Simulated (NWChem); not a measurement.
System: arsine (AsH₃); SMILES [AsH3]

NWChem input:

```
start job
memory heap 200 mb stack 900 mb global 1100 mb
geometry units angstroms noautosym nocenter noautoz
  As     0.005712    -0.004072     0.051836
  H     -1.290903     0.412510    -0.626371
  H      0.825465     0.935846    -0.819501
  H      0.203130    -1.160153    -0.917271
end
basis spherical
  * library 3-21g
end
dft
  xc xpbe96 cpbe96
  iterations 150
  vectors input atomic output neutral.movecs
end
task dft energy
charge 1
dft
  odft
  mult 2
  vectors input atomic output cation.movecs
end
task dft energy
```

Output (shortened):

```
             Northwest Computational Chemistry Package (NWChem) 7.3.0
             --------------------------------------------------------

                             Geometry "geometry" -> ""
                             -------------------------

 Output coordinates in angstroms (scale by  1.889725989 to convert to a.u.)

  No.       Tag          Charge          X              Y              Z
 ---- ---------------- ---------- -------------- -------------- --------------
    1 As                  33.0000     0.00571200    -0.00407200     0.05183600
    2 H                    1.0000    -1.29090300     0.41251000    -0.62637100
    3 H                    1.0000     0.82546500     0.93584600    -0.81950100
    4 H                    1.0000     0.20313000    -1.16015300    -0.91727100

 Effective nuclear repulsion energy (a.u.)      35.1595988521

  pbe96 is a nonlocal functional; adding pw91lda local functional.

                                 NWChem DFT Module
                                 -----------------

 Summary of "ao basis" -> "ao basis" (spherical)
 ------------------------------------------------------------------------------
       Tag                 Description            Shells   Functions and Types
 ---------------- ------------------------------  ------  ---------------------
 As                          3-21g                  10       22   5s4p1d
 H                           3-21g                   2        2   2s

            General Information
            -------------------
          SCF calculation type: DFT
          Wavefunction type:  closed shell.
          No. of atoms     :     4
          No. of electrons :    36
           Alpha electrons :    18
            Beta electrons :    18
          Charge           :     0
          Spin multiplicity:     1
          Use of symmetry is: off; symmetry adaption is: off
          Maximum number of iterations: 150
          AO basis - number of functions:    28
                     number of shells:    16
          Convergence on energy requested:  1.00D-06
          Convergence on density requested:  1.00D-05
          Convergence on gradient requested:  5.00D-04

              XC Information
              --------------
          PerdewBurkeErnzerhof Exchange Functional  1.000
            Perdew 1991 LDA Correlation Functional  1.000 local
           PerdewBurkeErnz. Correlation Functional  1.000 non-local

             Grid Information
             ----------------
          Grid used for XC integration:  medium
          Radial quadrature: Mura-Knowles
          Angular quadrature: Lebedev.
          Tag              B.-S. Rad. Rad. Pts. Rad. Cut. Ang. Pts.
          ---              ---------- --------- --------- ---------
          As                  1.15      112           6.0       590
          H                   0.35       45           7.0       434
          Grid pruning is: on
          Number of quadrature shells:   247
          Spatial weights used:  Erf1

      Superposition of Atomic Density Guess
      -------------------------------------

 Sum of atomic energies:       -2224.86742778

      Non-variational initial energy
      ------------------------------

 Total energy =   -2225.041934
 1-e energy   =   -3176.021463
 2-e energy   =     915.819930
 HOMO         =      -0.293655
 LUMO         =       0.105239

   convergence    iter        energy       DeltaE   RMS-Dens  Diis-err
 ---------------- ----- ----------------- --------- --------- ---------
 d= 0,ls=0.0,diis     1  -2226.5038933073 -2.26D+03  1.52D-02  1.34D-01
 d= 0,ls=0.0,diis     2  -2226.5175172294 -1.36D-02  4.94D-03  5.02D-03
 d= 0,ls=0.0,diis     3  -2226.5187402666 -1.22D-03  1.06D-03  2.89D-04
 d= 0,ls=0.0,diis     4  -2226.5188104188 -7.02D-05  2.42D-04  2.89D-05
 d= 0,ls=0.0,diis     5  -2226.5188168446 -6.43D-06  1.62D-05  1.65D-07
 d= 0,ls=0.0,diis     6  -2226.5188168759 -3.13D-08  1.78D-07  8.46D-12

         Total DFT energy =    -2226.518816875850
      One electron energy =    -3176.983523876208
           Coulomb energy =      999.262836270813
    Exchange-Corr. energy =      -83.957728122590
 Nuclear repulsion energy =       35.159598852134

 Numeric. integr. density =       35.999984183019

                       DFT Final Molecular Orbital Analysis
                       ------------------------------------

 Vector   16  Occ=2.000000D+00  E=-3.328003D-01
              MO Center=  2.6D-01,  2.5D-01, -4.7D-01, r^2= 2.0D+00
   Bfn.  Coefficient  Atom+Function         Bfn.  Coefficient  Atom+Function
  ----- ------------  ---------------      ----- ------------  ---------------
    26      0.354911  3 H  s                 12      0.276494  1 As py
    25      0.248188  3 H  s                 11      0.245308  1 As px
    28     -0.202930  4 H  s                  8     -0.166154  1 As py
    24     -0.151985  2 H  s                 16      0.148590  1 As py
     7     -0.147414  1 As px                27     -0.141908  4 H  s

 Vector   17  Occ=2.000000D+00  E=-3.327958D-01
              MO Center= -3.6D-01, -1.8D-01, -4.3D-01, r^2= 2.0D+00
   Bfn.  Coefficient  Atom+Function         Bfn.  Coefficient  Atom+Function
  ----- ------------  ---------------      ----- ------------  ---------------
    24      0.322070  2 H  s                 28     -0.292661  4 H  s
    11     -0.273537  1 As px                12      0.243627  1 As py
    23      0.225221  2 H  s                 27     -0.204653  4 H  s
     7      0.164378  1 As px                 8     -0.146403  1 As py
    15     -0.147009  1 As px                16      0.130932  1 As py

 Vector   18  Occ=2.000000D+00  E=-2.329874D-01
              MO Center=  3.4D-02, -2.4D-02,  3.1D-01, r^2= 2.0D+00
   Bfn.  Coefficient  Atom+Function         Bfn.  Coefficient  Atom+Function
  ----- ------------  ---------------      ----- ------------  ---------------
    14      0.450123  1 As s                 17      0.387418  1 As pz
    13      0.378984  1 As pz                 9     -0.236196  1 As pz
    10      0.233803  1 As s                  6     -0.171195  1 As s
    24     -0.163763  2 H  s                 26     -0.163766  3 H  s
    28     -0.163760  4 H  s                 23     -0.100404  2 H  s

 Vector   19  Occ=0.000000D+00  E= 8.986307D-03
              MO Center= -1.0D-01, -6.7D-02, -1.0D-01, r^2= 3.1D+00
   Bfn.  Coefficient  Atom+Function         Bfn.  Coefficient  Atom+Function
  ----- ------------  ---------------      ----- ------------  ---------------
    24      0.864521  2 H  s                 28     -0.832767  4 H  s
    15      0.745909  1 As px                16     -0.735552  1 As py
    11      0.241073  1 As px                12     -0.237727  1 As py
    23      0.159122  2 H  s                 27     -0.153279  4 H  s
    17     -0.141265  1 As pz                 7     -0.140047  1 As px

 Vector   20  Occ=0.000000D+00  E= 8.989091D-03
              MO Center=  7.8D-02,  8.3D-02, -1.1D-01, r^2= 3.1D+00
   Bfn.  Coefficient  Atom+Function         Bfn.  Coefficient  Atom+Function
  ----- ------------  ---------------      ----- ------------  ---------------
    26      0.979948  3 H  s                 16     -0.754591  1 As py
    15     -0.739944  1 As px                28     -0.517432  4 H  s
    24     -0.462506  2 H  s                 12     -0.243877  1 As py
    11     -0.239143  1 As px                25      0.180364  3 H  s
     8      0.141675  1 As py                 7      0.138925  1 As px

 Vector   21  Occ=0.000000D+00  E= 8.237902D-02
              MO Center= -5.0D-02,  3.6D-02, -4.5D-01, r^2= 3.3D+00
   Bfn.  Coefficient  Atom+Function         Bfn.  Coefficient  Atom+Function
  ----- ------------  ---------------      ----- ------------  ---------------
    14      1.219562  1 As s                 17     -1.059848  1 As pz
    24     -1.005457  2 H  s                 26     -1.005497  3 H  s
    28     -1.005535  4 H  s                 10      0.467669  1 As s
    13     -0.351443  1 As pz                 6     -0.211445  1 As s
     9      0.172978  1 As pz                15     -0.117554  1 As px

     Multipole analysis of the density
     ---------------------------------

     L   x y z        total         alpha         beta         nuclear
     -   - - -        -----         -----         ----         -------
     0   0 0 0     -0.000000    -18.000000    -18.000000     36.000000

     1   1 0 0     -0.038488      0.050498      0.050498     -0.139484
     1   0 1 0      0.027625     -0.037047     -0.037047      0.101718
     1   0 0 1     -0.347075      0.443038      0.443038     -1.233150

     2   2 0 0    -14.774556    -11.654988    -11.654988      8.535420
     2   1 1 0      0.013715      0.000486      0.000486      0.012743
     2   1 0 1     -0.172124     -0.006714     -0.006714     -0.158697
     2   0 2 0    -14.765294    -11.654487    -11.654487      8.543680
     2   0 1 1      0.123461      0.004775      0.004775      0.113910
     2   0 0 2    -16.307193    -11.713910    -11.713910      7.120626

                                 NWChem DFT Module
                                 -----------------

            General Information
            -------------------
          SCF calculation type: DFT
          Wavefunction type:  spin polarized.
          No. of atoms     :     4
          No. of electrons :    35
           Alpha electrons :    18
            Beta electrons :    17
          Charge           :     1
          Spin multiplicity:     2
          Use of symmetry is: off; symmetry adaption is: off
          Maximum number of iterations: 150
          AO basis - number of functions:    28
                     number of shells:    16
          Convergence on energy requested:  1.00D-06
          Convergence on density requested:  1.00D-05
          Convergence on gradient requested:  5.00D-04

[...]
```

Level: PBE/3-21G, vertical spin-unrestricted ions. Coordinates come from a PBE0-D3(BJ)/def2-TZVP optimisation.
